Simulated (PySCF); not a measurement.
## C₆ coefficients of unlike pairs at UHF

Calculated with PySCF 2.14 from the dipole response of each species, C₆(A,B) = (3/π) ∫ α_A(iu) α_B(iu) du, in atomic units, from isotropic polarisabilities. For ions this is the dispersion term alone; charge-induced terms of lower order in 1/R come first.

```
species      configuration                                    basis      relativity  α (bohr³)  C₆ (like pair)
 Sc(3+)          [Ar] (1S)              aug-cc-pwCVTZ (10s9p7d4f3g)            none      2.134           5.632
      C  [He] 2s2 2p2 (3P)                aug-cc-pVTZ-DK (5s4p3d2f)   spin-free X2C      11.91           46.28
 Ar(2+)  [Ne] 3s2 3p4 (3P)            aug-cc-pCVQZ-DK (10s9p7d5f3g)   spin-free X2C      4.782           16.76
 Pd(2+)      [Kr] 4d8 (3F)  aug-cc-pVDZ-PP with ECP28MDF (5s5p4d2f)  core potential      5.718           29.42
```

(1) Estimate C₆ for Pd(2+) with Ar(2+).

No spin-orbit coupling is included.

The other pairs:

```tsv
pair	C₆
Pd(2+), C	33.02
Ar(2+), Sc(3+)	9.424
C, Sc(3+)	13.66
Ar(2+), C	26.22
Pd(2+), Sc(3+)	12.80
```

Results:

(1) The integral gives 21.94. The combination rule 2 C_A C_B / (C_A α_B/α_A + C_B α_A/α_B) gives 22.09 and the geometric mean 22.20.
